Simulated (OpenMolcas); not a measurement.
Tc4+: effect of correlating more closed shells

- Program: OpenMolcas
- Basis: ANO-RCC-VTZP [7s6p4d2f1g]
- Scalar Hamiltonian: DKH2, point nucleus
- Active space: 3 electrons in 5 orbitals (4d)
- State averaging: 2S+1 = 4 even, 10 roots; 2S+1 = 2 even, 40 roots
- Spin-orbit coupling: RASSI with atomic mean-field integrals over the reference wave functions, term energies averaged over their components

Methods on the same reference wave functions:
A. CASSCF
B. MS-CASPT2, IPEA 0.25 Eh, imaginary shift 0.1 Eh (closed shells correlated: none)
C. MS-CASPT2, IPEA 0.25 Eh, imaginary shift 0.1 Eh (closed shells correlated: 4s 4p)
D. MS-CASPT2, IPEA 0.25 Eh, imaginary shift 0.1 Eh (closed shells correlated: 3d 4s 4p)

Energies in cm-1 above 4d3 4F 3/2.

```
        Level      A      B      C      D
   4d3 4F 3/2    0.0    0.0    0.0    0.0
   4d3 4F 5/2   1036   1065   1064   1065
   4d3 4F 7/2   2345   2390   2380   2380
   4d3 4F 9/2   3835   3860   3840   3840
   4d3 4P 1/2  14820  12920  12290  12240
   4d3 4P 3/2  14875  12770  12230  12170
   4d3 2G 7/2  16276  14930  14010  13950
   4d3 4P 5/2  16446  14650  13980  13920
   4d3 2G 9/2  17148  15900  14930  14860
   4d3 2P 1/2  21175  17430  17440  17370
   4d3 2H 9/2  21740  20800  19500  19420
  4d3 2H 11/2  22129  21260  19890  19810
4d3 2D 5/2(1)  24188  20790  20500  20420
   4d3 2F 7/2  34913  31370  29550  29420
   4d3 2F 5/2  35350  31770  29960  29820
4d3 2D 5/2(2)  54149  46860  46560  46380
4d3 2D 3/2(2)  54653  47490  47060  46880
```

Among B to D the level of the table that moves most is 4d3 2F 7/2, by 2000 cm-1 (lowest in D, highest in B). Moves below CASPT2's spread within the term are not significant.

From A to B the spin-free energies of the other terms of 4d3 shown, above 4F, scale by factors of 0.79 to 0.95, as is usual when dynamic correlation screens the repulsion within a d or f shell.

The lowest spin-free term lies below A's lowest term by 0.018 hartree in B, 0.296 hartree in C, 0.345 hartree in D.

What an inner shell adds also hangs on whether the basis holds functions to correlate it.

Term energies are means over components that CASPT2 splits; among the terms shown or strongly mixed into the levels shown the widest spread is 800 cm-1 (4d3 4F, D). Without dynamic correlation excited terms often stand tens of per cent too high (terms of higher spin than the ground term too low), and those without a measured partner can miss by more than the paired ones (holds for A). Only configurations of the active space appear. The table leaves out levels that lie high or whose names do not pair safely across all columns.

A number in round brackets counts repeated terms of one configuration in the order of the reference energies.
